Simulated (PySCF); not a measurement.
Computed shifts of a molecule CH₁₁NSi₄, PySCF with PBE0/pcSseg-1, GIAO, gas phase, atoms alike by connectivity averaged where their shifts nearly agree, in ppm (number of nuclei): ¹⁵N: 8.0 (1). ²⁹Si: -40.0 (1), -52.4 (1), -53.5 (1), -99.4 (1). ¹³C: 0.3 (1). ¹H: 5.63 (1), 5.38 (1), 5.27 (1), 5.17 (1), 5.07 (1), 5.00 (1), 4.26 (1), 1.15 (2), 0.57 (1), 0.19 (1). References: ¹⁵N against NH3 (σ = 267.4 ppm); ²⁹Si against TMS (σ = 352.7 ppm); ¹³C against TMS (σ = 186.3 ppm); ¹H against TMS (σ = 31.56 ppm), references at their B3LYP-D3(BJ)/def2-TZVP geometries, non-relativistic. Geometry optimised at PBE-D3(BJ)/def2-SVP. One conformer was computed; it need not be the lowest.

Problem. Which structure fits?
(A) [SiH3]N1C[SiH2][Si@H]1[SiH3]
(B) C[SiH]1[SiH2]N([SiH3])[SiH2]1
(C) N[SiH2][SiH]1[SiH2]C[SiH2]1
(D) [SiH3][SiH2]/C=N/[SiH2][SiH3]

Solution. C, N[SiH2][SiH]1[SiH2]C[SiH2]1
